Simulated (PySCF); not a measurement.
Excitation energy of Cu by level of theory

Cu [Ar] 3d10 4s1 (2S) → Cu [Ar] 3d9 4s1 4p1 (high-spin determinant), as a difference of total energies. Computed with PySCF 2.14 in x2c-TZVPPall (6s5p4d2f1g, 64 functions), with scalar relativity by spin-free X2C-1e. Correlated levels: valence: [Ar] frozen. The calculations carry no spin-orbit coupling.

```json
{"method": "UHF", "excitation energy (cm⁻¹)": "19057"}
{"method": "MP2 (valence)", "excitation energy (cm⁻¹)": "46462"}
{"method": "SCS-MP2 (valence)", "excitation energy (cm⁻¹)": "43787"}
{"method": "CCSD (valence)", "excitation energy (cm⁻¹)": "37820"}
{"method": "CCSD(T) (valence)", "excitation energy (cm⁻¹)": "39632"}
```

A first-order spin-orbit estimate (lowest level to lowest level, LS coupling) adds -0.078 eV.

The basis was made for the ground configuration and has no added diffuse functions, so the excitation energy can come out too high.

The determinant of the upper state mixes LS terms, which raises its energy above the lowest term, most at the Hartree-Fock and MP2 levels.
